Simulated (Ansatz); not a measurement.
InF₃: single points at one geometry.

```yaml
crystal:
  periodic: [false, false, false]
  atoms:
    - {symbol: In, position_ang: [-0.000273, -0.000514, -0.000024]}
    - {symbol: F, position_ang: [1.917867, -0.026972, 0.012969]}
    - {symbol: F, position_ang: [-0.934105, 1.675105, -0.017432]}
    - {symbol: F, position_ang: [-0.983489, -1.647619, 0.004487]}
basis:
  gaussian: {orbitals: def2-TZVP, initial_orbitals: start.molden}
hamiltonian: {xc: {name: CAM-B3LYP}, dispersion: d4}
scf: {omitted_lower_state_checks: [starts]}
output: {orbitals: {seedname: orbitals}}
```

The file start.molden holds the orbitals of an earlier run on this structure, at another level or in another basis.

```sh
$ ansatz run in.yaml --threads 4 --pin off --events-out ev --progress --plain --max-ram 3916MiB
```

Output, abridged:

```
Functional definition: CAM-B3LYP
933 factors; their error is unknown
199 factors; integrals over basis functions are off by at most 4.0e-5 eV
mean field evaluation 1: about -13327.8743 eV, gradient 7.3e0 eV
mean field evaluation 2: about -13327.9291 eV, gradient 5.0e-2 eV
mean field evaluation 4: about -13327.9840 eV, gradient 3.7e-5 eV
mean field -13327.98402593 eV, -489.7943789210 hartree, gradient 1.2e-5 eV, S^2 0.000000; 0 other end points of the search recorded, 0 dependent functions left out
reference -13327.98415636 eV, -489.7943837141 hartree; 24, 24 occupied and 119, 119 virtual orbitals, 933 factors
Total energy: -13328.03421678 eV, -489.7962234005 hartree
Checks for a lower state left out: starts
```

Hardware: 4 threads of Arm Neoverse V2 on a shared host. Wall time 1.1 s.

First input, but with `hamiltonian: {xc: pbe0, dispersion: d4}`, `output: {forces: true, orbitals: {seedname: orbitals}}` (abridged; 1.1 s):

```
Functional definition: PBE0
mean field -13322.44033551 eV, -489.5906520555 hartree, gradient 2.0e-5 eV, S^2 0.000000
Total energy: -13322.48894967 eV, -489.5924385929 hartree
Atom 0 force     0.003053     0.002302     0.000104 eV/Å
Atom 1 force     0.001524    -0.001156    -0.000015 eV/Å
Atom 2 force    -0.002572     0.000884    -0.000056 eV/Å
Atom 3 force    -0.002005    -0.002030    -0.000033 eV/Å
Dipole moment:    -0.000639    -0.001183    -0.000046 e Å
Checks for a lower state left out: starts
```

First input, but with `hamiltonian: {xc: {name: r2SCAN0}, dispersion: d4}` (abridged; 1.6 s):

```
Functional definition: r2SCAN0
mean field -13326.72562790 eV, -489.7481336463 hartree, gradient 1.6e-5 eV, S^2 0.000000
Total energy: -13326.74122854 eV, -489.7487069593 hartree
Checks for a lower state left out: starts
```

First input, but with `hamiltonian: {xc: r2scan, dispersion: d4}` (abridged; 1.4 s):

```
Functional definition: r2SCAN
mean field -13328.94804255 eV, -489.8298058784 hartree, gradient 2.1e-5 eV, S^2 0.000000
Total energy: -13328.96085123 eV, -489.8302765885 hartree
Checks for a lower state left out: starts
```

As the first input, with `hamiltonian: {xc: {name: LC-wPBE}}` (abridged; 0.85 s):

```
Functional definition: LC-wPBE
mean field -13326.81753698 eV, -489.7515112425 hartree, gradient 1.3e-5 eV, S^2 0.000000
Total energy: -13326.81753699 eV, -489.7515112429 hartree
Checks for a lower state left out: starts
```

The first input with `gaussian: {orbitals: def2-TZVPP, initial_orbitals: start.molden}`, `correlation: {method: ccsd_t}` and without the key `hamiltonian` (abridged; 18 s):

```
Functional definition: HF
mean field -13272.06722165 eV, -487.7394742653 hartree, gradient 5.0e-6 eV, S^2 0.000000
7 core orbitals not correlated: weight in the atoms' cores, before any rotation towards them, 1.000 or more for the frozen orbitals, at most 0.000 for the correlated occupied ones
second order -27.99846914 eV of doubles, -0.00000000 eV of singles
cycle   1  -26.91594120 eV  change     1.1e0 eV  update   1.4e-1
cycle   2  -27.54444935 eV  change   -6.3e-1 eV  update   4.9e-2
cycle   3  -27.69886233 eV  change   -1.5e-1 eV  update   2.6e-2
cycle   4  -27.68443847 eV  change    1.4e-2 eV  update   8.0e-3
cycle   5  -27.67476971 eV  change    9.7e-3 eV  update   2.6e-3
cycle   6  -27.67581460 eV  change   -1.0e-3 eV  update   9.4e-4
cycle   7  -27.67609603 eV  change   -2.8e-4 eV  update   2.5e-4
cycle   8  -27.67591108 eV  change    1.8e-4 eV  update   9.5e-5
cycle   9  -27.67589995 eV  change    1.1e-5 eV  update   3.5e-5
perturbative correction -0.82872666 eV, -0.0304551431 hartree
Total energy: -13300.57184826 eV, -488.7869999723 hartree
Checks for a lower state left out: starts
```

The first input with `hamiltonian: {xc: lda}` (abridged; 0.45 s):

```
Functional definition: SPW92
mean field -13269.94505357 eV, -487.6614860268 hartree, gradient 1.2e-5 eV, S^2 0.000000
Total energy: -13269.94511712 eV, -487.6614883621 hartree
Checks for a lower state left out: starts
```

Geometry: PBE0-D4/def2-TZVP.

In the def2 sets In takes a core potential; there is no spin–orbit coupling. LC-ωPBE has ω = 0.4 bohr⁻¹. Correlated methods freeze 7 core orbitals; core or outer-core shells of In are correlated, in sets that lack core-valence functions.
